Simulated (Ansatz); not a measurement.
Breaking the B1–F2 bond in BFGeH4 (SMILES F[BH][GeH3]) (multiplicity 1 held, fragments rigid). Energies count from the point at 1.323 Å.
Geometry at that point (charge 0, multiplicity 1):
```xyz
7

B      0.46770    -1.26889    -0.23111
F     -0.42255    -2.19992     0.07085
Ge     0.00616     0.74781     0.02847
H      0.13637     1.48872    -1.31738
H     -1.41069     0.98372     0.57987
H      1.02005     1.39343     0.99409
H      1.52157    -1.65201    -0.64981
```

R- and RO- levels are restricted; in cc, def2 and unpolarised 6-31G sets they are followed outwards from rest. U- levels take the lowest unrestricted solution at each point, which mixes spins at long bonds. Left out are points that failed, MP2 points in a non-variational dive below the minimum, coupled-cluster points behind a sign of a changed root (a jump of the amplitudes, or a one-step jump against full CI or MRCI), small-basis points behind a change of solution, and semi-empirical points at long bonds. Curves can end on different states.

Correlated levels freeze the cores. Filled d and f shells under p-block atoms count as core.

Programs: Ansatz (an electronic-structure program). Each number belongs to the level named beside it.

Energies in kcal/mol.

```tsv
R (Å)	U-MP2/cc-pVDZ	R-SCS-MP2/cc-pVDZ	R-CCSD/cc-pVDZ	U-CCSD(T)/cc-pVDZ
1.058	71.1	71.3	70.9	71.4
1.191	14.8	14.9	14.7	14.9
1.323	0.0	0.0	0.0	0.0
1.455	4.7	4.6	4.8	4.5
1.588	18.4	18.0	18.5	17.8
1.786	44.7	44.1	44.7	___
1.985	71.5	70.5	71.3	69.4
2.315	131.8	108.9	108.9	107.5
2.646	151.7	138.6	136.6	134.0
3.043	158.5	164.8	158.3	___
3.572	160.9	187.4	left out	154.1
4.234	161.7	199.4	left out	155.1
```

What belongs in the gaps?


- 3.043, U-CCSD(T)/cc-pVDZ: 149.6
- 1.786, U-CCSD(T)/cc-pVDZ: 43.6

Doubts at one or more of the structures used: a spin-contaminated determinant (U-MP2/cc-pVDZ, U-CCSD(T)/cc-pVDZ); a restricted determinant that unrestricted orbitals would lower (R-SCS-MP2/cc-pVDZ, R-CCSD/cc-pVDZ); T1 above 0.05 (R-CCSD/cc-pVDZ, U-CCSD(T)/cc-pVDZ); other coupled-cluster roots lie near (R-CCSD/cc-pVDZ); the program's own flag: other amplitudes (U-CCSD(T)/cc-pVDZ).
